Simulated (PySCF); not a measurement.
**Working out the excitation energy of Si²⁺**

Si²⁺ [Ne] 3s2 (1S) → Si²⁺ [Ne] 3s1 3p1 (3P). Computed with PySCF 2.14 in x2c-TZVPPall, with scalar relativity by spin-free X2C-1e. Frozen: [Ne]. Energies in hartree (1 hartree = 27.21139 eV):

```tsv
part	Si²⁺ (lower)	Si²⁺ (upper)
UHF	-288.592427	-288.396232
CCSD correlation	-0.044452	-0.004634
(T)	0.000000	0.000000
```

**Question.** What does Hartree-Fock give?

**Answer.** (-288.396232) − (-288.592427) = 0.196195 hartree = 5.339 eV.

**Question.** What do CCSD and CCSD(T) give?

**Answer.** The CCSD correlation energies differ by 0.039818 hartree = 1.084 eV and the triples by 0.000000 hartree = 0.000 eV, so CCSD gives 6.423 eV and CCSD(T) 6.423 eV.
